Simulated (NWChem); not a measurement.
**A calculation on H2BCl**

SMILES: BCl
```xyz
4

B      0.0000     0.0000     1.1839
H     -1.0601     0.0000     1.7525
H      1.0601     0.0000     1.7525
Cl     0.0000     0.0000    -0.5544
```
Charge 0, spin multiplicity 1.

All runs are NWChem calculations. All single points use one geometry, from PBE0/def2-SVP, a minimum by its harmonic frequencies.

Symmetry labels belong to the abelian group C2v used in the runs, with the axes of the coordinates shown; states degenerate in a higher group split over its labels.

The structure started from a generated list of species.

### Question
List the lowest 3 singlet excitations that CIS/aug-cc-pVDZ gives, with oscillator strengths.

### Answer
```csv
state,symmetry,energy (eV),wavelength (nm),f
1,a2,6.16,201,0.000
2,a1,8.76,141,0.140
3,b1,8.88,140,0.010
```
